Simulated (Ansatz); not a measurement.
GaH₂Br. The state is a singlet with charge 0. Geometry PBE-D4/def2-TZVP; atoms count from 1.

```xyz
4

Ga   -0.036    0.229   -0.083
H    -1.465    0.813    0.182
H     1.199    0.879   -0.793
Br    0.302   -1.921    0.694
```

Q: Estimate the Mulliken populations from the PBE0/def2-TZVP orbitals of Ansatz.

A: 
| atom | charge (e) |
| --- | --- |
| Ga1 | 0.40 |
| H2 | -0.05 |
| H3 | -0.05 |
| Br4 | -0.30 |
Mulliken values and Mayer orders depend strongly on the basis.

Q: And the Mayer bond orders between bonded heavy atoms (over 0.3)?

A: Ga1–Br4 1.07 (2.31 Å).
